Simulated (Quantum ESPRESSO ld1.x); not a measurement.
All-electron atom: Cd XXXII in [Ne] 3s2 3p5 (the NIST ground configuration).

Calculated with ld1.x of Quantum ESPRESSO 7.5: scalar-relativistic Kohn-Sham, LDA (Slater exchange, VWN5 correlation), spin-polarised, spherical densities, point nucleus; open shells are filled with parallel spins first.

Energy parts (eV):
| part | energy |
|---|---|
| total | -132757.51 |
| kinetic | 138869.04 |
| electron-nucleus | -291223.06 |
| Hartree | 22209.60 |
| exchange-correlation | -2613.09 |

Orbitals (lengths in bohr, moments of r in powers of bohr):
| orbital | occ. | eigenvalue (eV) | <1/r> | <r^2> | <r^4> |
|---|---|---|---|---|---|
| 1s up | 1 | -28095.6 | 50.59 | 0.001252 | 4.076e-06 |
| 1s down | 1 | -28093.4 | 50.59 | 0.001252 | 4.076e-06 |
| 2s up | 1 | -5495.01 | 11.63 | 0.02001 | 0.0006796 |
| 2s down | 1 | -5493.19 | 11.63 | 0.02000 | 0.0006788 |
| 2p up | 3 | -5105.42 | 11.20 | 0.01570 | 0.0004814 |
| 2p down | 3 | -5103.18 | 11.20 | 0.01569 | 0.0004810 |
| 3s up | 1 | -2034.03 | 4.588 | 0.1190 | 0.02076 |
| 3s down | 1 | -2029.00 | 4.584 | 0.1192 | 0.02082 |
| 3p up | 3 | -1909.86 | 4.429 | 0.1141 | 0.01977 |
| 3p down | 2 | -1904.76 | 4.426 | 0.1142 | 0.01984 |
| 3d up | 0 | -1749.19 | 4.236 | 0.09027 | 0.01361 |
| 3d down | 0 | -1744.61 | 4.238 | 0.09028 | 0.01363 |
| 4s up | 0 | -1037.69 | 2.388 | 0.4279 | 0.2514 |
| 4s down | 0 | -1035.94 | 2.384 | 0.4291 | 0.2527 |
| 4p up | 0 | -987.417 | 2.317 | 0.4317 | 0.2596 |
| 4p down | 0 | -985.673 | 2.314 | 0.4330 | 0.2611 |

The highest occupied level is 3p down at -1904.8 eV. For comparison, the ionisation energy in NIST's Atomic Spectra Database is 1918 eV (semi-empirical). In exact Kohn-Sham theory the highest level is minus the ionisation energy, but local and semilocal functionals leave it too shallow, through self-interaction and a potential that decays too fast; potentials with the right tail come closer. Spin moment in Bohr magnetons: 1. Summed over all electrons, <r^2> = 0.9456 bohr^2, which gives a Langevin (diamagnetic) susceptibility term of -0.749 x 10^-6 cm^3/mol.
